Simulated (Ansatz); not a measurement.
The same molecule with X = C, Si, Ge. Ansatz, PBE0-D4/def2-TZVP geometries, multiplicity 1.

Scalar relativity is left out up to krypton.

```json
{"X": "C", "molecule": "`[CH]F`", "mean X–F bond length / Å": "1.301", "mean X–H bond length / Å": "1.126", "HOMO energy (PBE/def2-TZVPP) / eV": "-5.69", "LUMO energy (PBE/def2-TZVPP) / eV": "-4.09", "size of the dipole moment (PBE/def2-TZVPP) / D": "1.48"}
{"X": "Si", "molecule": "`F[SiH]`", "mean X–F bond length / Å": "1.612", "mean X–H bond length / Å": "1.541", "HOMO energy (PBE/def2-TZVPP) / eV": "-5.83", "LUMO energy (PBE/def2-TZVPP) / eV": "-3.52", "size of the dipole moment (PBE/def2-TZVPP) / D": "0.84"}
```

Q: Give the row for X = Ge, `[F][GeH]`. (Best estimate.)

A: The calculation gave: 
```tsv
X	molecule	mean X–F bond length / Å	mean X–H bond length / Å	HOMO energy (PBE/def2-TZVPP) / eV	LUMO energy (PBE/def2-TZVPP) / eV	size of the dipole moment (PBE/def2-TZVPP) / D
Ge	`[F][GeH]`	1.757	1.609	-6.07	-3.65	1.71
```

From C to Ge the mean X–F bond length rises at each step, by 0.456 Å in all; the mean X–H bond length rises at each step, by 0.483 Å in all; the HOMO energy (PBE/def2-TZVPP) falls at each step, by 0.38 eV in all; the LUMO energy (PBE/def2-TZVPP) isn't monotonic: highest at Si, lowest at C. Bonds lengthen as the atom grows down the group. Dipoles are sizes alone, and their direction can turn along the series.
